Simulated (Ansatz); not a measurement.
Ansatz results at the PBE0-D4/def2-TZVP geometry: HOMO energy (B3LYP/def2-TZVPP) -9.62 eV; size of the dipole moment (B3LYP/def2-TZVPP) 1.90 D; LUMO energy (ωB97M-V/def2-TZVPP) -1.33 eV.

**Question.** Which molecule gave them?
A. `C[O+]1[In@-]([CH3])([F])[O+](C)[In@-]1([CH3])[F]`
B. `[Cl][In@H-]1[Cl+][In@@H-]([Cl])[Cl+]1`
C. `[F][In@-]1([Cl])[F+][In@@-]([F])([Cl])[F+]1`
D. `C[CH2][Al@-]1([Cl])[Cl+][Al@@-]([Cl])([CH2]C)[Cl+]1`

**Answer.** C. The others give `C[CH2][Al@-]1([Cl])[Cl+][Al@@-]([Cl])([CH2]C)[Cl+]1`: -7.82, 0.13, 1.55; `[Cl][In@H-]1[Cl+][In@@H-]([Cl])[Cl+]1`: -8.53, 3.75, 0.19; `C[O+]1[In@-]([CH3])([F])[O+](C)[In@-]1([CH3])[F]`: -7.89, 4.88, 0.63.

B3LYP here is the variant with VWN-RPA as its local correlation; programs differ in this.
